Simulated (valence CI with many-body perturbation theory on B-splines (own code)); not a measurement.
The numbers below are computed, except where a source is named.
# Run record, La35+

The program does CI of the valence electrons with many-body perturbation theory for a frozen closed Dirac-Fock core.

Command, and the settings that its task file holds:

```sh
python run_cv.py task.json out
```

```
atom La  Z=57  mass_number=139  rms_radius_fm=4.8550
core [Ar]
valence 4d4
avg = 1
basis = S
breit = 1
cap = 10000
capref = 1200
cscale = 1
de = 0.0
dress = 0
eps = 2e-08
extrap = 1
h = 0.27
hh = 1
l2 = 3
lcore = 6
maxit = 60
n2 = 5
natural = 1
nlev = 21
nno = [3, 3, 3, 3, 1]
nroot = 26
nsp = [3, 3, 2, 2, 0]
pt2 = 1
qed = 1
rpa = 1
s1 = 1
s2 = 1
s3 = 1
screen = 1
tol = 2e-05
whole = 1
```

**Question.** What became of the run, and why?

**Answer.** It gave no result: the start configuration must fill the lowest shells above the core. The program said: "4d is not the lowest shell of its kind above the core".
